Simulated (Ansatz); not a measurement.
C4H12GaN (`CC[N](C)[GaH][CH3]`) at its PBE0-D4/def2-TZVP geometry, where that method's forces vanish. The species carries charge 0 and has multiplicity 1.

```xyz
18

C     1.4797    1.3142   -0.8163
C     0.8798   -0.0829   -0.7316
N     0.2630   -0.3925    0.5379
C     1.1946   -0.5692    1.6230
Ga   -1.5463   -0.5450    0.7457
C    -2.6657   -0.2793   -0.8463
H     1.9186    1.4849   -1.8029
H     0.7108    2.0723   -0.6467
H     2.2680    1.4621   -0.0752
H     0.1308   -0.1931   -1.5220
H     1.6664   -0.8233   -0.9482
H     1.7547    0.3456    1.8586
H     1.9335   -1.3514    1.3924
H     0.6659   -0.8684    2.5304
H    -2.0100   -0.8893    2.2020
H    -2.4592    0.6892   -1.3081
H    -2.4569   -1.0503   -1.5929
H    -3.7274   -0.3237   -0.6000
```

Problem. What forces (eV/Å) does r2SCAN-D4/def2-TZVPP give on these atoms in the Gaussian-basis code of Ansatz? (Best estimate.)

Solution. Ansatz gave: 
```
C1   0.072  0.144  0.001
C2   0.045 -0.064 -0.216
N3  -0.228 -0.028  0.036
C4   0.147 -0.029  0.203
Ga5 -0.114 -0.025  0.090
C6   0.019 -0.004  0.015
H7  -0.007 -0.002  0.017
H8   0.008 -0.010  0.000
H9  -0.014 -0.004 -0.017
H10 -0.012 -0.002  0.008
H11  0.011 -0.013  0.008
H12 -0.002 -0.003 -0.007
H13  0.002  0.003 -0.010
H14  0.007  0.008 -0.021
H15  0.051  0.027 -0.112
H16 -0.005 -0.024  0.001
H17 -0.006  0.023  0.010
H18  0.028  0.002 -0.006
```
